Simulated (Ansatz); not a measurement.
One change: `C[SiH2]SP` becomes `C[SiH2]S[SiH2][GaH2]`.

Ansatz, PBE0-D4/def2-TZVP geometries, multiplicity 1. Each molecule was computed in one conformer, which needn't be the lowest.

Scalar relativity is left out up to krypton.

```tsv
property	`C[SiH2]SP`
size of the dipole moment (B3LYP/def2-TZVPP) / D	1.63
LUMO energy (B3LYP/def2-TZVPP) / eV	-0.68
size of the dipole moment (PBE/def2-TZVPP) / D	1.64
HOMO energy (ωB97M-V/def2-TZVPP) / eV	-9.52
LUMO energy (ωB97M-V/def2-TZVPP) / eV	1.43
LUMO energy (PBE0/def2-TZVPP) / eV	-0.48
```

Task: What does the change do to each property? (Best estimate.)

Result: Computed: 
```csv
property,`C[SiH2]S[SiH2][GaH2]`,shift
size of the dipole moment (B3LYP/def2-TZVPP) / D,1.46,-0.17
LUMO energy (B3LYP/def2-TZVPP) / eV,-2.07,-1.39
size of the dipole moment (PBE/def2-TZVPP) / D,1.44,-0.20
HOMO energy (ωB97M-V/def2-TZVPP) / eV,-9.03,0.49
LUMO energy (ωB97M-V/def2-TZVPP) / eV,-0.12,-1.55
LUMO energy (PBE0/def2-TZVPP) / eV,-1.87,-1.39
```

With PBE0 the HOMO rises by 0.37 eV and the LUMO falls by 1.39 eV, so the gap narrows by about 1.76 eV. PBE moves the HOMO by 0.24 eV and ωB97M-V by 0.49 eV. The zero-point energy changes by 34.6 kJ/mol with +9 modes. Dipoles are sizes alone; their direction can turn.

B3LYP here is the variant with VWN-RPA as its local correlation; programs differ in this.
